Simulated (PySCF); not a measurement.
Compound: C5H7F3.
Atom-mapped SMILES: `[CH3:1][C@@H:2]1[CH2:3][C@H:4]1[C:5]([F:6])([F:7])[F:8]` (hydrogens: H9, H10, H11 on C1; H12 on C2; H13, H14 on C3; H15 on C4)

The geometry is computed with GFN2-xTB (gas phase).

**Question.** List the bond lengths, angles and torsions at this level.

**Answer.** 
| bond | length (bohr) | order |
| --- | --- | --- |
| C1–C2 | 2.846 | single |
| C2–C3 | 2.826 | single |
| C3–C4 | 2.843 | single |
| C4–C5 | 2.829 | single |
| C5–F6, C5–F7, C5–F8 | 2.541 | single |
| C2–C4 | 2.845 | single |
| C1–H9, C1–H10, C1–H11 | 2.055 | single |
| C2–H12 | 2.048 | single |
| C3–H13 | 2.039 | single |
| C3–H14 | 2.039 | single |
| C4–H15 | 2.045 | single |

Bonds in one row agree within 0.02 bohr and their mean is given. Orders are formal, as drawn. A selection of angles:
| angle | degrees |
| --- | --- |
| C2–C1–H9 | 110.5 |
| C2–C1–H10 | 110.0 |
| H9–C1–H10 | 108.4 |
| H9–C1–H11 | 108.7 |
| C1–C2–C3 | 120.6 |
| C1–C2–C4 | 119.4 |
| C1–C2–H12 | 114.0 |
| C3–C2–C4 | 60.2 |
| C3–C2–H12 | 116.6 |
| C4–C2–H12 | 115.8 |
| C2–C3–C4 | 60.2 |
| C2–C3–H13 | 118.8 |
| C2–C3–H14 | 118.4 |
| C4–C3–H13 | 117.9 |
| C4–C3–H14 | 117.0 |
| H13–C3–H14 | 114.1 |
| C3–C4–C5 | 119.1 |
| C3–C4–H15 | 119.1 |
| C5–C4–H15 | 111.7 |
| C2–C4–C3 | 59.6 |
| C2–C4–C5 | 119.1 |
| C2–C4–H15 | 119.2 |
| C4–C5–F6 | 112.1 |
| C4–C5–F7 | 113.3 |
| F6–C5–F7 | 106.3 |

Torsions: C1–C2–C3–C4 -109° (anticlinal); C2–C3–C4–C5 -109° (anticlinal); C3–C4–C5–F6 153° (antiperiplanar); C1–C2–C4–C3 110° (anticlinal).

Of the pairs four or more bonds apart, F7···H12 is among the closest relative to their van der Waals radii: 2.56 Å, 96 % of the sum of Bondi's values. The 3-membered ring C2–C3–C4 has internal angles of 59.6° to 60.2°.

Point group: C1 (no symmetry element, even within 0.4 Å). Whether it is a minimum is left open (no frequencies).
